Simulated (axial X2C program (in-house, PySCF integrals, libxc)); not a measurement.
## Levels of NaAg⁺ by electron attachment to NaAg²⁺ (EOM-EA-CCSD)

Computed with an axial X2C code built on PySCF integrals: two-component X2C with atomic mean-field Coulomb and Gaunt terms, Gaussian nuclei, basis Ag dyall-acv3z, Na dyall-acv3z with contracted cores.

R = 3.112 Å (near the PBE0 minimum at charge 1 of the determinant lowest at the starting distance; the state shown can have its own minimum elsewhere).

Levels of NaAg⁺ obtained by attaching an electron to NaAg²⁺:

| Ω | binding energy (eV) | above lowest (cm⁻¹) | attached spinor | one-particle weight |
| --- | --- | --- | --- | --- |
| 1/2 | 12.165 | 0 | 58% Ag sσ, 16% Na sσ, 15% Na pσ | 0.98 |
| 1/2 | 8.788 | 27235 | 45% Ag pσ, 32% Na sσ, 13% Ag sσ | 0.98 |
| 1/2 | 7.991 | 33669 | 62% Ag pπ, 25% Na pπ, 10% Na dπ | 0.99 |
| 3/2 | 7.929 | 34164 | 61% Ag pπ, 26% Na pπ, 10% Na dπ | 0.99 |
| 1/2 | 6.832 | 43016 | 34% Na pσ, 27% Na sσ, 24% Ag pσ | 0.99 |
| 1/2 | 5.774 | 51550 | 54% Na pπ, 19% Ag pπ, 18% Ag dπ | 0.98 |
| 3/2 | 5.750 | 51739 | 52% Na pπ, 19% Ag pπ, 19% Ag dπ | 0.97 |

**Question.** What is the splitting of the first π pair in the table, and is it regular or inverted?

**Answer.** E(3/2) − E(1/2) = 34164 − 33669 = 495 cm⁻¹ at EOM-EA-CCSD: regular, Ω = 1/2 lower. Splittings at this level can be off by ten to twenty per cent.

This point took 16 s on 1 thread of Arm Neoverse V2, with other jobs on the host.

Reference electrons by ω block (each with its −ω partner): 1/2: 18, 3/2: 8, 5/2: 2. 18 electrons of NaAg²⁺ correlated (inner shells frozen), 84 natural virtual spinors (a truncated set); levels can be off by some tenths of an eV. Roots sought by Ω: (1/2: 5, 3/2: 4, 5/2: 2, 7/2: 1); rows need 60 % one-particle weight and stop where some Ω has no more roots. Missing are any skipped roots, higher Ω and states of a further excitation; these come out far too high here and may in truth be low or lowest. T1 of the reference 0.005 (Lee–Taylor). The reference was not checked to be the lowest state of its species. Number of frozen shells: Ag 4 s, 3 p, 1 d; Na 1 s.
